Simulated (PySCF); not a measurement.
`CC#Cc1ccccc1F`, C9H7F

Molfile (atoms numbered from 1):
```
C9H7F
     RDKit          3D

 17 17  0  0  0  0  0  0  0  0999 V2000
    3.8053   -0.1389   -0.3676 C   0  0  0  0  0  0  0  0  0  0  0  0
    2.3783   -0.0848   -0.1612 C   0  0  0  0  0  0  0  0  0  0  0  0
    1.1893   -0.0320    0.0113 C   0  0  0  0  0  0  0  0  0  0  0  0
   -0.2081    0.0265    0.2152 C   0  0  0  0  0  0  0  0  0  0  0  0
   -0.8760    1.2510    0.2616 C   0  0  0  0  0  0  0  0  0  0  0  0
   -2.2418    1.3019    0.4619 C   0  0  0  0  0  0  0  0  0  0  0  0
   -2.9708    0.1338    0.6206 C   0  0  0  0  0  0  0  0  0  0  0  0
   -2.3308   -1.0936    0.5776 C   0  0  0  0  0  0  0  0  0  0  0  0
   -0.9655   -1.1344    0.3774 C   0  0  0  0  0  0  0  0  0  0  0  0
   -0.3512   -2.3370    0.3374 F   0  0  0  0  0  0  0  0  0  0  0  0
    4.3231    0.2150    0.5241 H   0  0  0  0  0  0  0  0  0  0  0  0
    4.0851    0.4929   -1.2107 H   0  0  0  0  0  0  0  0  0  0  0  0
    4.1139   -1.1635   -0.5721 H   0  0  0  0  0  0  0  0  0  0  0  0
   -0.3029    2.1578    0.1376 H   0  0  0  0  0  0  0  0  0  0  0  0
   -2.7417    2.2583    0.4950 H   0  0  0  0  0  0  0  0  0  0  0  0
   -4.0379    0.1762    0.7769 H   0  0  0  0  0  0  0  0  0  0  0  0
   -2.8752   -2.0172    0.6982 H   0  0  0  0  0  0  0  0  0  0  0  0
  1  2  1  0
  2  3  3  0
  3  4  1  0
  4  5  2  0
  5  6  1  0
  6  7  2  0
  7  8  1  0
  8  9  2  0
  9 10  1  0
  9  4  1  0
  1 11  1  0
  1 12  1  0
  1 13  1  0
  5 14  1  0
  6 15  1  0
  7 16  1  0
  8 17  1  0
M  END
```

Method: GIAO HF/pcSseg-1 magnetisability, rotational g tensor and spin-rotation constants, non-relativistic, gas phase (PySCF 2.14.0). Geometry: GFN2-xTB.

Problem. Give the nuclear spin-rotation constants along the inertial axes (H = +C I·J) beside the isotropic shieldings.

Solution. Rotational constants 2.8297, 0.8338, 0.6466 GHz. A star marks the isotopologue with that one atom substituted, in its own axes.
```tsv
atom	isotope	Caa (kHz)	Cbb (kHz)	Ccc (kHz)	mean (kHz)	σ (ppm)
F10	19F	3.010	0.752	0.206	1.323	338.7
H11	1H	-0.261	-0.079	-0.002	-0.114	29.8
H12	1H	-0.260	-0.048	-0.027	-0.112	29.9
H13	1H	-0.261	0.001	-0.065	-0.108	29.8
H14	1H	-0.139	0.050	-0.065	-0.051	24.2
H15	1H	-0.154	0.046	-0.065	-0.058	24.8
H16	1H	0.312	-0.088	-0.065	0.053	24.5
H17	1H	-0.149	0.045	-0.066	-0.057	24.6
C1	13C*	0.313	0.089	0.070	0.157	189.1
C2	13C*	0.286	0.272	0.226	0.262	90.7
C3	13C*	-0.049	0.278	0.217	0.148	119.7
C4	13C*	1.246	0.263	0.063	0.524	74.9
C5	13C*	1.111	0.389	0.071	0.524	48.9
C6	13C*	1.039	0.370	0.057	0.489	63.6
C7	13C*	1.417	0.289	0.060	0.589	55.2
C8	13C*	1.010	0.342	0.066	0.473	70.8
C9	13C*	1.114	0.413	0.133	0.553	20.7
```
For the geometry as given, no vibrational averaging.
